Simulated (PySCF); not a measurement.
# Energy of V⁺ (vanadium, charge +1) between two integer charges

The 3d alpha orbital of [Ar] 3d4 is emptied in steps (occupation f), with all orbitals relaxed, ending at [Ar] 3d3. Computed with PySCF 2.14 in aug-cc-pVTZ, with the non-relativistic Hamiltonian (point nucleus). The exact energy is a straight line in f; departures are measured from the line between the end points of the same method.

```tsv
f	MN15 (eV)
1	0.000
0.9	-0.278
0.7	-0.665
0.5	-0.806
0.3	-0.687
0.1	-0.298
0	0.000
```

| method | E(f=0) − E(f=1) (eV) | −ε at f=1 (eV) | −ε at f=0.5 (eV) |
| --- | --- | --- | --- |
| MN15 | 15.265 | 12.217 | 15.200 |

Orbital energy along the path (eV):

```tsv
f	MN15
1	-12.217
0.9	-12.754
0.7	-13.929
0.5	-15.200
0.3	-16.529
0.1	-17.897
0	-18.596
```

Reference removal energy between the ground levels: 14.634 ± 0.007 eV (measured; NIST Atomic Spectra Database, ionization energies). The calculation has no spin-orbit coupling. The determinant left behind need not be the lowest term of the ion.
